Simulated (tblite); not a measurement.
C₇H₁₆Ge.
Cartesian coordinates in Å at the GFN2-xTB level; atoms count from 1:
```
atom  x, y, z in Å
C1    -3.065    0.304    0.240
C2    -1.965   -0.625   -0.258
C3    -0.552   -0.189    0.155
C4     0.453   -1.295   -0.190
C5     1.806   -1.155    0.508
C6     2.664   -0.034   -0.072
Ge7    1.655    1.658    0.035
C8    -0.170    1.137   -0.503
H9    -2.986    0.445    1.316
H10   -3.012    1.278   -0.240
H11   -4.042   -0.123    0.023
H12   -2.013   -0.695   -1.348
H13   -2.150   -1.625    0.144
H14   -0.547   -0.054    1.245
H15    0.020   -2.256    0.100
H16    0.605   -1.317   -1.273
H17    1.638   -0.972    1.573
H18    2.345   -2.103    0.422
H19    2.892   -0.255   -1.116
H20    3.615    0.018    0.459
H21    1.664    2.197    1.442
H22    2.234    2.746   -0.833
H23   -0.211    1.025   -1.589
H24   -0.888    1.910   -0.233
```

All values are computed: GFN2-xTB (tblite) harmonic vibrations without scaling, gas phase. Errors from tens to a few hundred cm⁻¹ against measured bands are possible. Modes of hydrogen on germanium can be 10 to 20 % off. One conformer, not necessarily the lowest.

Harmonic wavenumbers (cm⁻¹): 63.5, 93.6, 115.9, 205.6, 215.3, 225.1, 277.6, 313.2, 393.2, 414.0, 442.9, 479.6, 552.9, 599.8, 618.6, 679.8, 772.4, 778.4, 810.9, 842.8, 864.8, 904.5, 944.0, 982.6, 1001.0, 1039.9, 1061.0, 1076.4, 1112.0, 1126.1, 1133.4, 1187.0, 1196.9, 1218.5, 1239.1, 1272.7, 1279.2, 1292.7, 1342.0, 1353.8, 1360.2, 1363.9, 1416.3, 1458.9, 1462.3, 1487.1, 1495.1, 1498.1, 1504.1, 1512.2, 1926.4, 1993.5, 2898.1, 2935.1, 2946.8, 2949.3, 2951.7, 2955.5, 2961.8, 2965.5, 2973.9, 2974.6, 2981.9, 3030.1, 3033.5, 3044.5.

A = 2255, B = 892.8, C = 681.7 MHz; mass 174.046 u (most abundant isotopes); point group C1, symmetry number 1.

**Question.** What is the zero-point energy?

**Answer.** ½Σν̃ = 45802 cm⁻¹ = 547.91 kJ/mol.

**Question.** What is S at 350 K and 1 bar for an ideal gas of classical rigid rotors and harmonic oscillators?

**Answer.** Translation 176.53, rotation 126.85, vibration 139.32: S = 442.7 J/(mol K).

**Question.** And Cp and H(350 K) − H(0)?

**Answer.** Cp = 200.97 J/(mol K), of which vibrations give 167.71 (their classical limit is 66 R = 548.8); H(350 K) − H(0) = 38.91 kJ/mol without the zero-point energy, 27.26 from vibrations.

**Question.** How do the functions run with temperature in this model?

**Answer.** 
```json
{"T (K)": "50", "S (J/(mol K))": "247.0", "Cp (J/(mol K))": "50.1", "H − H(0) (kJ/mol)": "1.96", "G − H(0) (kJ/mol)": "-10.39", "ln q(vib)": "0.29"}
{"T (K)": "100", "S (J/(mol K))": "289.2", "Cp (J/(mol K))": "74.3", "H − H(0) (kJ/mol)": "5.07", "G − H(0) (kJ/mol)": "-23.84", "ln q(vib)": "1.20"}
{"T (K)": "298.15", "S (J/(mol K))": "412.8", "Cp (J/(mol K))": "172.7", "H − H(0) (kJ/mol)": "29.22", "G − H(0) (kJ/mol)": "-93.86", "ln q(vib)": "6.02"}
{"T (K)": "373.15", "S (J/(mol K))": "456.0", "Cp (J/(mol K))": "213.4", "H − H(0) (kJ/mol)": "43.70", "G − H(0) (kJ/mol)": "-126.44", "ln q(vib)": "8.01"}
{"T (K)": "500", "S (J/(mol K))": "527.3", "Cp (J/(mol K))": "275.3", "H − H(0) (kJ/mol)": "74.81", "G − H(0) (kJ/mol)": "-188.84", "ln q(vib)": "11.51"}
{"T (K)": "750", "S (J/(mol K))": "657.1", "Cp (J/(mol K))": "364.8", "H − H(0) (kJ/mol)": "155.63", "G − H(0) (kJ/mol)": "-337.23", "ln q(vib)": "18.54"}
{"T (K)": "1000", "S (J/(mol K))": "770.8", "Cp (J/(mol K))": "424.0", "H − H(0) (kJ/mol)": "254.71", "G − H(0) (kJ/mol)": "-516.04", "ln q(vib)": "25.38"}
```

q(vib) and H(0) count from the zero-point level.

**Question.** Blend soft modes into free rotors: weight 1/[1 + (100 cm⁻¹/ν̃)⁴] for the oscillator and the rest for a rotor with moment μB/(μ + B), μ = h/(8π²ν), B = 10⁻⁴⁴ kg m². What vibrational entropy results?

**Answer.** 132.20 J/(mol K) in place of 139.32, which changes −T·S at 350 K by +2.49 kJ/mol.

Hindered rotation and anharmonicity are outside this model. Other conformers, if any are populated, would add a mixing term that is left out. The structure is chiral; the term R ln 2 for an equal mix with its mirror image is left out.
